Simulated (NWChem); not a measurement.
System: C2H5ClOSi; SMILES CC(=O)[SiH2]Cl

```xyz
10

C     -1.6020     1.3265     0.0920
C     -0.0937     1.2684     0.1124
O      0.6112     2.2653     0.0992
Si     0.9444    -0.3620     0.1618
Cl    -0.2232    -2.0938     0.1892
H     -1.9866     0.7895    -0.7849
H     -2.0105     0.8147     0.9730
H     -1.9384     2.3668     0.0720
H      1.7990    -0.3928    -1.0469
H      1.7718    -0.3360     1.3893
```
Atoms are numbered in this order, from 1.

All runs use the structure optimised with B3LYP/6-31G* (spherical d).

### Question
Give the principal values of the shielding tensors (ppm) of C1, C2, O3, Si4, Cl5 from PBE0/pcSseg-1, GIAO (NWChem), with their diamagnetic and paramagnetic parts as GIAO splits them.

### Answer
| atom | σ11 | σ22 | σ33 | isotropic | diamagnetic | paramagnetic |
|---|---|---|---|---|---|---|
| C1 | 109.3 | 138.9 | 186.6 | 144.9 | 251.2 | -106.2 |
| C2 | -149.9 | -119.8 | 90.9 | -59.6 | 254.1 | -313.7 |
| O3 | -1371.3 | -529.4 | 344.5 | -518.8 | 402.9 | -921.6 |
| Si4 | 350.2 | 382.8 | 466.0 | 399.6 | 879.2 | -479.5 |
| Cl5 | 901.4 | 1004.2 | 1038.7 | 981.5 | 1148.5 | -167.0 |
